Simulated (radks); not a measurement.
Q: The barium ion Ba7+ is in [Kr] 4d10 5s2 5p(1/2: 1, 3/2: 0). Method: Dirac Kohn-Sham, PBE, spin-unpolarised, spherical densities, finite nucleus; Fermi nuclear charge, rms radius of each element as measured or else 0.836 A^(1/3) + 0.57 fm; computed with a radial shooting solver on a logarithmic mesh with Libxc functionals. Sub-shells are occupied by j as written (lower j first in brackets). One electron is removed from 5p1/2, 4d3/2, 4d5/2, 5s1/2 in turn, with full relaxation. Which removal costs least, and what does each cost?

A: 5p1/2 101.05 eV; 5s1/2 117.58 eV; 4d5/2 186.73 eV; 4d3/2 189.51 eV. The 5p1/2 electron leaves first.
